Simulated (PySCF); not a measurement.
B2H4O4, SMILES OB(O)B(O)O. Atoms are numbered in the order given.

```xyz
10

B     -0.0656     0.8451     0.0000
O     -1.2276     1.5580     0.0000
O      1.1781     1.4369     0.0000
B     -0.0403    -0.8771     0.0000
O      1.1661    -1.5283     0.0000
O     -1.1742    -1.6286     0.0000
H     -1.1278     2.5200     0.0000
H      1.1903     2.4041     0.0000
H      1.8951    -0.8938     0.0000
H     -0.9676    -2.5751     0.0000
```
Charge 0, spin multiplicity 1.

The structure is a stationary point at B3LYP-D3(BJ)/def2-SVP. The values are those of a single conformer.

Method: B3LYP-D3(BJ)/def2-SVP run with PySCF 2.14.0.

No scaling factor is applied to the harmonic values.

| mode | ν (cm⁻¹) | IR (km/mol) | Raman (Å⁴/amu) | depolarisation | moving atoms (share of kinetic energy) |
|---|---|---|---|---|---|
| 1 | 54 | 0.3 | 0.0 | – | O 94 % |
| 2 | 136 | 3.7 | 0.1 | 0.75 | O 83 %, H 11 % |
| 3 | 306 | 34.2 | 0.4 | 0.75 | B 57 %, H 32 %, O 10 % |
| 4 | 321 | 7.1 | 1.0 | 0.56 | O 85 %, H 12 % |
| 5 | 402 | 5.3 | 0.2 | 0.42 | O 75 %, B 19 % |
| 6 | 470 | 1.8 | 1.2 | 0.75 | H 94 % |
| 7 | 502 | 57.6 | 1.1 | 0.74 | O 52 %, H 28 %, B 20 % |
| 8 | 574 | 0.1 | 7.6 | 0.75 | H 87 % |
| 9 | 608 | 327.3 | 2.5 | 0.75 | H 84 %, O 13 % |
| 10 | 648 | 140.4 | 0.7 | 0.75 | H 70 %, B 16 %, O 14 % |
| 11 | 653 | 15.8 | 9.8 | 0.06 | O 57 %, H 24 %, B 19 % |
| 12 | 704 | 2.3 | 0.0 | – | B 83 %, O 12 % |
| 13 | 935 | 146.1 | 7.1 | 0.75 | H 90 %, O 9 % |
| 14 | 1015 | 155.7 | 0.6 | 0.75 | O 51 %, H 43 % |
| 15 | 1028 | 128.9 | 3.6 | 0.67 | H 62 %, O 35 % |
| 16 | 1049 | 50.3 | 3.5 | 0.68 | H 80 %, O 17 % |
| 17 | 1241 | 151.8 | 2.9 | 0.47 | B 47 %, H 33 %, O 20 % |
| 18 | 1381 | 546.0 | 3.4 | 0.48 | B 70 %, O 26 % |
| 19 | 1428 | 17.1 | 3.7 | 0.46 | B 74 %, O 23 % |
| 20 | 1459 | 150.0 | 6.6 | 0.33 | B 74 %, O 18 %, H 8 % |
| 21 | 3798 | 42.3 | 165.9 | 0.29 | H 94 % |
| 22 | 3806 | 20.1 | 227.4 | 0.28 | H 94 % |
| 23 | 3807 | 11.4 | 190.7 | 0.30 | H 94 % |
| 24 | 3834 | 81.8 | 54.3 | 0.24 | H 94 % |
